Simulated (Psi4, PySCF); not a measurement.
PySCF was given this input:
```python
from pyscf import gto, scf, mp

mol = gto.Mole()
mol.atom = '''
    P    -0.00000000   -0.00000000   -0.98493774
    P     0.00000000    0.00000000    0.98493774
'''
mol.basis = '6-31g**'
mol.charge = 1
mol.spin = 1
mol.verbose = 4
mol.build()

mf = scf.UHF(mol)
mf.kernel()

pt = mp.MP2(mf, frozen=10)
pt.kernel()
print('E(MP2) = %.10f' % pt.e_tot)
```

Q: Convert this to an input for Psi4.

A: This is not unique; one that fits is 
```
memory 2 GB

molecule {
1 2
  P    -0.00000000   -0.00000000   -0.98493774
  P     0.00000000    0.00000000    0.98493774
}

set basis 6-31g**
set reference uhf
set freeze_core true
set mp2_type conv
set scf_type pk
set puream true
set d_convergence 1e-8

energy('mp2')
print_variables()
```

Both were run: PySCF gave -681.255212 Eh and Psi4 -681.255212 Eh, 0.000 mEh apart.
